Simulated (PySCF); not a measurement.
Geometry:
```
atom   x (Å)   y (Å)   z (Å)
  O1   3.299   1.369   0.906
  C2   2.737   0.494   0.329
 Cl3   3.650  -0.890  -0.341
  C4   1.304   0.404   0.082
  C5   0.567  -0.558  -0.581
  C6  -0.813  -0.258  -0.601
  C7  -1.097   0.922   0.048
  S8   0.296   1.676   0.683
  H9   1.027  -1.438  -1.029
 H10  -1.571  -0.884  -1.072
 H11  -2.074   1.387   0.182
```

Geometry: PBE0-D3(BJ)/def2-SVP; GIAO shifts from PySCF, gas phase, non-relativistic, averaged over equivalent atoms.

At HF/pcSseg-1 (165 basis functions, 22 s wall time (18 s CPU) on 1 thread of an Intel Xeon Platinum 8259CL, shared host):
```json
{"atoms": "O1", "δ (ppm)": "549.0"}
{"atoms": "C2", "δ (ppm)": "166.8"}
{"atoms": "C7", "δ (ppm)": "156.1"}
{"atoms": "C5", "δ (ppm)": "150.1"}
{"atoms": "C4", "δ (ppm)": "141.4"}
{"atoms": "C6", "δ (ppm)": "129.6"}
{"atoms": "Cl3", "δ (ppm)": "337.1"}
{"atoms": "S8", "δ (ppm)": "199.6"}
{"atoms": "H9", "δ (ppm)": "8.33"}
{"atoms": "H11", "δ (ppm)": "8.01"}
{"atoms": "H10", "δ (ppm)": "7.12"}
```

Referencing at the same level of theory: $^{17}$O (333.31 ppm) vs H2O; $^{13}$C (190.85 ppm) and $^{1}$H (31.69 ppm) against TMS; $^{35}$Cl (955.90 ppm) against HCl; $^{33}$S (513.52 ppm) vs CS2.

What do these become at wB97X-D/pcSseg-1?

Answers


| atoms | δ at wB97X-D/pcSseg-1 | change |
| --- | --- | --- |
| O1 | 544.2 | -4.8 |
| C2 | 166.8 | +0.0 |
| C7 | 149.1 | -7.0 |
| C5 | 146.2 | -3.9 |
| C4 | 145.7 | +4.3 |
| C6 | 132.9 | +3.3 |
| Cl3 | 416.3 | +79.2 |
| S8 | 248.7 | +49.1 |
| H9 | 8.06 | -0.27 |
| H11 | 7.70 | -0.31 |
| H10 | 7.15 | +0.03 |

Referencing at the same level of theory: $^{17}$O (σref 333.19) against H2O; $^{13}$C (σref 184.54) and $^{1}$H (σref 31.38) vs TMS; $^{35}$Cl (σref 939.37) against HCl; CS2 for $^{33}$S (σref 493.71).

The largest change is at Cl3 (chlorine bonded to C). Cost: 165 basis functions, 41 s wall time on 1 thread of an Intel Xeon Platinum 8259CL, shared host. The order of the carbon signals is the same at both levels.

Carbons that carry Cl, above all several Cl atoms, come out too deshielded, partly because spin–orbit coupling is missing. Unscaled 17O shifts of doubly bonded oxygen tend to come out too high, by tens of ppm or more. Experimental scales use liquid or dissolved standards, which lie at an offset from isolated H2O (liquid H2O: subtract about 36 ppm).
